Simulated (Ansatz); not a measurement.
The same path of F2H6O4W (13 atoms, charge 0, multiplicity 1) was run twice with different band settings. Lost on the way: W1–H2, O11–H13. Made: H2–H13.

Method: Ansatz 0.2.0, RKS PBE/def2-SVP.

Relaxed end points:

```xyz
13
Properties=species:S:1:pos:R:3
W -0.183 -0.013 0.240
H 0.308 0.077 1.895
F 1.519 -0.980 0.228
F -0.746 1.746 0.760
O -2.072 -0.103 -0.029
H -2.402 -1.019 -0.131
O -0.653 -1.875 0.564
H 0.181 -2.384 0.646
O 0.326 0.496 -1.521
H 1.206 0.912 -1.635
O 1.749 1.535 0.461
H 2.368 1.050 1.042
H 1.346 2.234 1.018
```

```xyz
13
Properties=species:S:1:pos:R:3
W 0.168 0.069 -0.459
H 0.867 0.082 4.174
F 2.011 -0.459 -0.446
F 0.751 1.704 -1.314
O -1.691 0.366 -0.256
H -2.168 0.574 0.569
O -0.049 -1.620 0.396
H 0.745 -2.163 0.573
O -0.060 -0.457 -2.262
H 0.166 0.118 -3.018
O 0.500 1.123 1.105
H 0.916 2.003 1.026
H 0.794 0.334 3.450
```

Common settings: movable images 5; climbing image yes; spring 5.0 eV/Å²; optimiser quadratic models (default); start path through a guess of the saddle point; iteration limit 60; end points relaxed.

| run | force threshold |
| --- | --- |
| 1 | 0.05 eV/Å |
| 2 | 0.5 eV/Å |

Problem. What does each run give, and how far can it be trusted?

Solution. Run 1: converged after 37 iterations, highest image 0.868 eV above the first end. A vibrational analysis at the climbing image gives one clearly imaginary mode, 813i cm⁻¹: a first-order saddle point.
Run 2: converged after 11 iterations, highest image 0.891 eV above the first end. The threshold of 0.5 eV/Å is loose, so the images may lie well off the minimum-energy path. The order of the point at the top wasn't checked.
The orbitals stay closed-shell, which can raise the energy where a bond breaks towards radicals; this wasn't checked here.
